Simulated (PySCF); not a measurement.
## A ladder for the ionisation energy of Pr⁺

Pr⁺ [Xe] 4f3 6s1 (high-spin determinant) → Pr²⁺ [Xe] 4f3 (high-spin determinant). Scalar values calculated with PySCF 2.14 in ANO-RCC-VTZP (spin-free X2C; valence: [Kr] 4d10 frozen; valence and next inner shell: [Ar] 3d10 frozen). The spin-orbit shift comes from two-component X2C-1e calculations (generalised Hartree-Fock, GHF, and MP2 on its spinors, GMP2) in x2c-TZVPPall-2c: GMP2 gives 10.652 eV without and 10.650 eV with screened spin-orbit coupling, a shift of -0.002 eV (GHF: 0.000 eV). Sums use unrounded values; where a UHF row is shifted, it takes the GHF shift.

```csv
method,scalar (eV),plus spin-orbit shift (eV),error (eV)
UHF,9.884,9.884,-0.747
MP2 (valence),10.557,10.554,-0.077
SCS-MP2 (valence),10.387,10.385,-0.246
CCSD (valence),10.488,10.485,-0.146
CCSD(T) (valence),10.558,10.555,-0.076
LDA,11.060,11.057,0.426
PBE,10.864,10.862,0.231
PBE0,10.664,10.661,0.030
r2SCAN,10.583,10.580,-0.051
MP2 (valence and next inner shell),10.645,10.643,0.012
SCS-MP2 (valence and next inner shell),10.466,10.463,-0.168
```

Reference: 10.631 ± 0.02 eV (semi-empirical (NIST evaluation); NIST Atomic Spectra Database, ionization energies).

The errors of the correlated levels include the incompleteness of the basis and the frozen core, so a lower level can come closer by cancellation.

Both determinants mix LS terms of the configuration, so the numbers do not refer to single terms; with the open shell unchanged, much of this cancels in the difference.
